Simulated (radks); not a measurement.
Results of a calculation; reference values are marked as such.
Cu+, configuration [Ar] 3d10.

Level of theory: non-relativistic Kohn-Sham, PBE, spin-polarised, spherical densities, point nucleus; hard spherical wall at 3 bohr (a radial shooting solver on a logarithmic mesh with Libxc functionals).

Energy parts (eV):
part                       energy
total                  -44619.492
kinetic                 44629.358
electron-nucleus      -106783.146
Hartree                 19359.808
exchange-correlation    -1825.512

Orbitals (lengths in bohr, moments of r in powers of bohr):
| orbital | occ. | eigenvalue (eV) | <1/r> | <r> |
|---|---|---|---|---|
| 1s | 2 | -8748.404 | 28.51 | 0.05290 |
| 2s | 2 | -1041.178 | 6.193 | 0.2387 |
| 2p | 6 | -912.9889 | 6.156 | 0.2078 |
| 3s | 2 | -113.5663 | 1.948 | 0.7267 |
| 3p | 6 | -73.8759 | 1.812 | 0.7608 |
| 3d | 10 | -7.9534 | 1.421 | 0.9358 |
| 4s | 0 | 2.0251 | 0.7449 | 1.750 |
| 4p | 0 | 13.2352 | 0.7396 | 1.791 |
| 4d | 0 | 35.1210 | 0.8551 | 1.728 |

The highest occupied level is 3d at -7.953 eV. The density falls to 0.001 e/bohr^3 at r = 2.70 bohr. Summed over all electrons, <r^2> = 16.89 bohr^2, which gives a Langevin (diamagnetic) susceptibility term of -13.4 x 10^-6 cm^3/mol. The electron density at the nucleus is 1.663e+04 e/bohr^3.
